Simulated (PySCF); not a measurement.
# One reaction down a group: Al, Ga, In

The same gas-phase reaction for Al, Ga, In:
- AlHCl2 + HBr → AlBr + 2 HCl
- GaHCl2 + HBr → GaBr + 2 HCl
- InHCl2 + HBr → InBr + 2 HCl

Energies from PySCF, thermal terms from the rigid-rotor harmonic-oscillator model, ideal gas at 1 bar. † marks an energy on the PBE0/def2-TZVP geometry and frequencies. MP2 freezes the core. All species are closed-shell singlets. In: scalar-relativistic def2 core potential, no spin-orbit coupling. Br, Ga: all electrons, no relativistic terms. AlHCl2, GaHCl2, InHCl2: computed as isolated molecules; such fragments, hydroxides, amides, oligomers or adducts are transient or little studied in the gas. MP2 isn't extrapolated to the basis-set limit. The harmonic model lacks anharmonicity and excited electronic states, which grow with temperature; levels with a mode under 35 cm⁻¹ are left out. Soft modes under 120 cm⁻¹ make the harmonic entropy rough for InHCl2.

ΔH°(298 K) in kJ, by level:

```tsv
level	Al	Ga	In
ωB97M-V/def2-TZVP†	212.7	98.7	29.0
r2SCAN/def2-TZVP†	238.2	115.3	28.5
BLYP/def2-TZVP†	193.1	58.5	-19.1
PBE0/def2-SVP†	228.4	115.7	22.5
MP2/def2-SVP†	230.6	128.2	32.4
ωB97X-V/def2-TZVP†	232.2	115.5	37.4
```

At ωB97M-V/def2-TZVP†, ΔH° falls from Al to In, over a range of 183.7 kJ; the steps are -114.0, -69.7 kJ. 6 of the 6 levels shown give the same order. The levels scatter most for Ga (69.7 kJ between the highest and the lowest) and least for Al (45.1 kJ). ΔS°(298 K) runs from 121.3 to 126.5 J/K, so TΔS° at 298 K spreads over 1.6 kJ among the members, against 183.7 kJ for ΔH°.

Free energies at ωB97M-V/def2-TZVP†:

```csv
member,"ΔS°(298 K), J/K","ΔG°(298 K), kJ","ΔG°(1400 K), kJ",ΔG° changes sign
Al,126.0,175,40,1600 to 1800 K
Ga,126.5,61,-74,600 to 800 K
In,121.3,-7,-134,none from 298 to 2500 K
```

The NASA 1993 table holds none of these reactions whole; the comparison is among the levels.
